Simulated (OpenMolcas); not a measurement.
## Re5+: moving or changing the point charges

Re5+ among 6 point charges of -1.7 e arranged as an octahedron (Oh), 2.22 Å from the ion.
```
   2.2200    0.0000    0.0000  -1.70
   0.0000    2.2200    0.0000  -1.70
  -2.2200    0.0000    0.0000  -1.70
   0.0000   -2.2200    0.0000  -1.70
   0.0000    0.0000    2.2200  -1.70
   0.0000    0.0000   -2.2200  -1.70
```

```yaml
Program: OpenMolcas 26.06
Method: "SS-CASPT2, IPEA 0.25 Eh, imaginary shift 0.1 Eh (closed shells correlated: 5s 5p)"
Basis: ANO-RCC-VDZP [7s6p4d2f1g]
Scalar_Hamiltonian: DKH2, point nucleus
Active_space: 2 electrons in 5 orbitals (5d)
State_averaging: 2S+1 = 3 even, 10 roots; 2S+1 = 1 even, 15 roots
Spin-orbit_coupling: RASSI with atomic mean-field integrals over the reference wave functions
```

Runs around this geometry, states (labels of O, the rotations of Oh). Energies in cm-1 above the lowest state or level, χT in cm3 K/mol; under a threefold ground state the first gap can be a small split of the lowest multiplet, not the spin-orbit step; 10Dq and B are least-squares fits to the states below 45000 cm-1, weighted by degeneracy, with a free offset, and given where the rms deviation is under 5 % of |10Dq| (or 100 cm-1) and under 700 cm-1.

```tsv
R (Å)	q (e)	Ground state	First state of that spin	10Dq	B (rms of fit)	First gap with spin-orbit (degeneracies)	χT at 300 K	First state of another spin
2.11	-1.1	3T1	3T2 4080			950 (2, 3)	0.123	1T2 10560
1.92	-1.7	3T1	3T2 10350	12149	769 (223)	1140 (2, 3)	0.055	1T2 11010
2.22	-1.7	3T1	3T2 4950	6258	779 (302)	1040 (2, 3)	0.104	1T2 10750
```

Taking |10Dq| as R^-n, n = -ln(6258 / 12149) / ln(2.22 / 1.92) = 4.6 between the shortest and longest distance. The point-charge formula for a cubic d site gives n = 5.

Roots that are degenerate in the reference are averaged as groups; the widest CASPT2 spread within a group is 240 cm-1 (the 3-fold group of multiplicity 1 near 26700 cm-1 above the lowest state of its run, R = 1.92, q = -1.7). Shifts and gaps below about the spread of the groups concerned are not significant. Free-ion shares, where given, are those of the reference states; single-state CASPT2 does not remix them. Spin-orbit coupling mixes the spin-free states strongly: the lowest level takes only 67 % from its leading state, 3T1 (figures for R = 2.11, q = -1.1; the like holds for R = 2.22, q = -1.7). This field is weak: 10Dq is about 5263 cm-1, while octahedral complexes of 5d ions of charge 3 and more, computed by the same method with explicit ligands, had a median near 35000 cm-1. Ground spin and moment need not be those of a real site (figures for R = 2.11, q = -1.1; the like holds for R = 1.92, q = -1.7, R = 2.22, q = -1.7). An orbital triplet at a regular site is open to Jahn-Teller coupling, which can distort the site and quench the lowest spin-orbit gaps and is left out (holds for R = 1.92, q = -1.7). This is an electrostatic model: the charges have no orbitals. No measured value stands beside these numbers.
